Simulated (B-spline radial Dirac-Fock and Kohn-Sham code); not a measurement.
The L3 (2p3/2) hole of lanthanum ions: width and yield against charge

Model: one-electron (LDA, Dirac) transition rates at Dirac-Fock energies. Program: a radial atomic solver. Tabulated ground configurations, configuration averages; single configurations, so decays that open only by mixing (as 1s 2s² with 1s 2p² in Be-like ions) are missing and such tiny yields are far too low.

```csv
ion,configuration,radiative (eV),non-radiative (eV),yield
La,[Xe] 5d1 6s2,0.349,2.78,0.112
La⁺,[Xe] 5d2,0.350,2.78,0.112
La²⁺,[Xe] 5d1,0.350,2.78,0.112
La³⁺,[Kr] 4d10 5s2 5p6,0.349,2.78,0.112
La⁴⁺,[Kr] 4d10 5s2 5p5,0.349,2.78,0.112
La⁵⁺,[Kr] 4d10 5s2 5p4,0.350,2.77,0.112
La⁶⁺,[Kr] 4d10 5s2 5p3,0.350,2.77,0.112
La⁷⁺,[Kr] 4d10 5s2 5p2,0.351,2.77,0.112
```

Values without a named source are computed, but for edge energies of neutral atoms, which are taken from tables.
